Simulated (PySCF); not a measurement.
**Steps of a relaxation of [CeBr2]2+**

[CeBr2]2+ (singlet). PySCF 2.14.0, RKS PBE0, Ce lcecp-2-SVP with ECP46, Br def2-SVP; non-relativistic Hamiltonian with scalar-relativistic core potentials where named; density fitting; no spin-orbit coupling. Origin of the start: template. Columns: position (Å) and force (eV/Å). Energies are counted from the last step; some of the 8 steps are shown. Forces carry noise of the integration grid, about 0.01 to 0.03 eV/Å.

Run from Python with OMP_NUM_THREADS=2. Where DIIS fails, smearing, a level shift and second-order steps follow.
It took 45 s on 2 threads of Intel(R) Xeon(R) Platinum 8259CL CPU @ 2.50GHz (Skylake/Cascade Lake), on a shared host, from the converged density of the start.

```xyz
3
step 0  E = 1.121 eV
Ce    0.0000    0.0000   -0.5895     0.00    0.00    1.57
Br    2.4851    0.0000    0.5226    -2.65    0.00   -0.78
Br   -2.4851    0.0000    0.5226     2.65    0.00   -0.78
```

```xyz
3
step 2  E = 0.218 eV
Ce    0.0000    0.0000   -0.6629     0.00    0.00   -1.28
Br    2.1493    0.0000    0.5592     0.22    0.00    0.64
Br   -2.1493    0.0000    0.5592    -0.22    0.00    0.64
```

```xyz
3
step 5  E = 0.001 eV
Ce    0.0000    0.0000   -0.8940     0.00    0.00    0.00
Br    1.9303    0.0000    0.6748    -0.05    0.00    0.00
Br   -1.9303    0.0000    0.6748     0.05    0.00    0.00
```

Problem. Where does the relaxation end?

Solution. It converges at step 7 in C2v:
```xyz
3
step 7  E = 0
Ce    0.0000    0.0000   -0.9034
Br    1.9162    0.0000    0.6795
Br   -1.9162    0.0000    0.6795
```

Problem. How did the contacts change?

Solution. 
```
     contact  start (Å)  end (Å)
Ce1–Br2 (Br)      2.723    2.485
Ce1–Br3 (Br)      2.723    2.485
```
